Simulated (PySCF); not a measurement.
## Indirect couplings

Geometry:
```
atom   x (Å)   y (Å)   z (Å)
  B1  -1.548   1.016   0.108
 Ge2  -0.516  -0.755  -0.131
  C3   1.336  -0.354   0.101
  C4   2.504  -0.055   0.267
  H5  -1.256   1.956  -0.590
  H6  -2.429   1.145   0.922
  H7  -0.878  -1.869   0.867
  H8  -0.691  -1.310  -1.560
  H9   3.537   0.207   0.408
```

Indirect spin–spin couplings were computed at B3LYP/pcJ-1 (pcSseg-1 on Ge) (PySCF 2.14.0 with density-fitted response routines) on a PBE0-D3(BJ)/def2-SVP structure, for the isolated molecule, without vibrational or relativistic corrections. Couplings are averaged over pairs made equivalent by symmetry, fast rotation or ring inversion, so a value needn't be that of the named pair in this geometry, while other rotamers aren't included; one pair stands for each set, and the list holds those of at least 0.8 Hz over up to four bonds.

Isotopes: 13C, 1H, 11B.

| pair | bonds | J (Hz) |
| --- | --- | --- |
| B1, H5 | 1 | 145.9 |
| C3, C4 | 1 | ? |
| C4, H9 | 1 | 263.2 |
| B1, C3 | 2 | 3.9 |
| B1, H7 | 2 | 9.1 |
| C3, H7 | 2 | 4.6 |
| C3, H9 | 2 | ? |
| H7, H8 | 2 | 7.6 |
| B1, C4 | 3 | ? |
| C3, H5 | 3 | ? |
| C4, H7 | 3 | 4.6 |
| H5, H7 | 3 | 3.3 |
| B1, H9 | 4 | -1.1 |
| H7, H9 | 4 | -2.9 |

**Question.** Estimate the withheld couplings, with signs.

**Answer.** 
- 1J(C3,C4) = 173.1 Hz (bond length 1.217 Å)
- 2J(C3,H9) = 46.5 Hz (angle at C4 180°)
- 3J(B1,C4) = 2.3 Hz
- 3J(C3,H5) = 1.6 Hz (mean over equivalent pairs that range from -0.7 to 3.9 Hz in this conformer)

Relativistic effects of the heavier atoms present are left out.
